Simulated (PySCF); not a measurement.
[TcBr6]2-: what the settings change

[TcBr6]2- holds Tc(IV), d3, at total charge -2. The structure is a PBE0-D3(BJ)/def2-SVP, IEF-PCM water geometry optimised for multiplicity 4; coordination octahedral, point group Oh, metal–donor distances 2.53 Å.

The d shell alone is too small an active space for [TcBr6]2- (an active orbital has only 0.54 squared overlap with the free ion's shell): its levels, fitted parameters, g values and moments show what this model gives and aren't sound predictions.

```
7

Tc    0.0000    0.0000    0.0000
Br    0.0000    2.5297    0.0000
Br    0.0000   -2.5297    0.0000
Br    0.0000    0.0000    2.5297
Br    0.0000    0.0000   -2.5297
Br    2.5297    0.0000    0.0000
Br   -2.5297    0.0000    0.0000
```

Method (PySCF 2.14, density fitting): CASSCF(3,5) with orbitals averaged over all microstates of the shell, strongly contracted NEVPT2 on the averaged canonical orbitals; basis x2c-TZVPall on the metal, x2c-SVPall elsewhere; spin-free X2C; IEF-PCM water; spin-orbit coupling by state interaction with the mean-field operator over all roots.

Base run: NEVPT2 ground state 4A2g, next 2Eg at 11974, then 2T1g at 12356 cm⁻¹, 10Dq(CASSCF) 22485, B(CASSCF) 558, ζ 618 cm⁻¹, g 1.968 1.968 1.968, μeff(300 K) 3.82 μB.

(1) What happens with the basis x2c-TZVPall on all atoms?

(2) What happens with orbitals averaged over the highest spin alone?

No frequencies were computed for the optimised geometry. Charge-transfer states lie outside this active space and may come lower than some of these levels. NEVPT2 lifts 4T2g from 22718 to 28873 cm⁻¹; on the d shell alone it tends to overshoot states that fill the eg-type orbitals. NEVPT2 on the d shell alone tends to put d–d bands too high for such charged or covalently bound ions.

Answers

(1) NEVPT2 ground state 4A2g, next 2Eg at 11899, then 2T1g at 12259 cm⁻¹, 10Dq(CASSCF) 22488, B(CASSCF) 556, ζ 624 cm⁻¹, g 1.967 1.967 1.967, μeff(300 K) 3.82 μB. It took 260 s against 120 s on a shared host of the same kind.

(2) NEVPT2 ground state 4A2g, next 2Eg at 12181, then 2T1g at 12566 cm⁻¹, 10Dq(CASSCF) 22765, B(CASSCF) 572, ζ 645 cm⁻¹, g 1.966 1.966 1.966, μeff(300 K) 3.81 μB.
